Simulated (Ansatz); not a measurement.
Reaction (ligand exchange at a B–Br bond): `CCB(S)Br` + HCl → `CCB(S)Cl` + HBr

Isolated molecules relaxed with PBE0-D4/def2-TZVP in Ansatz; ΔE leaves out vibrations. CBS: MP2 limit from def2 TZ/QZ plus the TZ coupled-cluster correction, frozen cores. This one scheme is used for every species. Functionals use def2-TZVPP. For Br outer-core shells are correlated without core-valence functions, which leaves a few kJ/mol of doubt a bond. Scalar relativity is left out up to krypton. Each species was taken in one conformer, which may not be the lowest.

`CCB(S)Br`:

Cartesian coordinates in Å:
```
C -0.133 1.065 -1.039
C 0.140 0.415 0.315
B 0.258 -1.144 0.318
S -0.394 -2.226 1.579
Br 1.219 -2.051 -1.088
H -0.156 2.153 -0.953
H 0.637 0.800 -1.766
H -1.094 0.742 -1.446
H 1.102 0.782 0.703
H -0.609 0.734 1.047
H -0.971 -1.270 2.329
```

HCl:

Cartesian coordinates in Å:
```
Cl -0.481 -0.137 0.399
H 0.481 0.137 -0.399
```

`CCB(S)Cl`:

Z-matrix (Å, degrees):
```
C
C 1 1.526
H 1 1.092 2 111.2
H 1 1.091 2 111.2 3 119.7
H 1 1.092 2 111.1 3 -120.0
B 2 1.564 1 116.1 3 -62.9
H 2 1.101 1 109.2 3 178.3
H 2 1.095 1 110.4 3 63.2
Cl 6 1.764 2 120.6 1 -35.4
S 6 1.792 2 124.7 1 146.8
H 10 1.344 6 96.7 2 -2.7
```

HBr:

Z-matrix (Å, degrees):
```
Br
H 1 1.420
```

Problem. Is it downhill or uphill in electronic energy at CCSD(T)/CBS, and by how much? (Estimate.)

Solution. The calculation gave: Downhill: ΔE = -0.8 kcal/mol.

Problem. What do these levels give: PBE-D4, PBE0-D4, ωB97X-V, ωB97M-V, revPBE, r2SCAN, r2SCAN0, BHLYP, MP2/def2-QZVPP, SCS-MP2/def2-QZVPP, HF/CBS(def2), CCSD/CBS(def2)? (An estimate is asked.)

Solution. Computed: PBE-D4 -1.9, PBE0-D4 -1.8, ωB97X-V -2.2, ωB97M-V -2.2, revPBE -2.2, r2SCAN -2.2, r2SCAN0 -2.1, BHLYP -2.6, MP2/def2-QZVPP -0.5, SCS-MP2/def2-QZVPP -1.0, HF/CBS(def2) -2.7, CCSD/CBS(def2) -0.9 kcal/mol.

Largest T1 diagnostic among the species: 0.012.

At CCSD(T), def2-SVP lies −3.1 kcal/mol from the extrapolated value and def2-TZVPP −0.4 kcal/mol. Leaving LDA and LC-ωPBE aside and taking each functional with its dispersion term where it has one, the values, not all of them listed here, spread over 1.3 kcal/mol, from B97M-V to PBE-QIDH.
